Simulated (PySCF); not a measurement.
# Computed vibrations of [Pb(NH2)3]+

[Pb(NH2)3]+ (singlet). PySCF 2.14.0, RKS PBE0, Pb def2-SVP with ECP60, N def2-SVP, H def2-SVP; non-relativistic Hamiltonian with scalar-relativistic core potentials where named; density fitting; no spin-orbit coupling. Central differences of gradients.

```xyz
10

Pb    0.0000    0.0000    0.0000
N     2.1309    0.2181    0.0000
H     2.4824   -0.3070    0.8124
H     2.4824   -0.3070   -0.8124
N    -1.2543    1.7363    0.0000
H    -0.9753    2.3033    0.8124
H    -0.9753    2.3033   -0.8124
N    -0.8766   -1.9544    0.0000
H    -1.5070   -1.9963    0.8124
H    -1.5070   -1.9963   -0.8124
```

Run from Python with OMP_NUM_THREADS=2. Where DIIS fails, smearing, a level shift and second-order steps follow.
It took 40 s on 2 threads of Arm Neoverse V2, with other jobs on the host.

Task: What are the harmonic wavenumbers and infrared intensities?

Result: Modes are labelled in C3h; negative numbers are unstable modes, those under 60 cm⁻¹ near the noise; a finer grid moves soft modes by up to 10 cm⁻¹.
```tsv
cm⁻¹	km/mol	symmetry
-325	–	a''
-316	–	e''
-316	–	e''
112	6.9	e'
112	6.9	e'
129	4.2	a''
472	0.0	a'
515	20.4	e'
515	20.4	e'
806	0.0	a'
806	132.5	e'
806	132.5	e'
829	0.0	e''
829	0.0	e''
938	3.4	a''
1516	18.6	e'
1516	18.6	e'
1518	0.0	a'
3441	152.2	e'
3441	152.2	e'
3446	0.0	a'
3537	0.0	e''
3537	0.0	e''
3539	133.3	a''
```

Task: Is this a minimum?

Result: No: 3 unstable; the lowest moves the atoms so:
```
Pb   0.00  0.00 -0.01
N    0.00  0.00  0.07
H    0.01 -0.36 -0.18
H   -0.01  0.36 -0.18
N    0.00  0.00  0.07
H    0.31  0.19 -0.18
H   -0.31 -0.19 -0.18
N    0.00  0.00  0.07
H   -0.32  0.17 -0.18
H    0.32 -0.17 -0.18
```
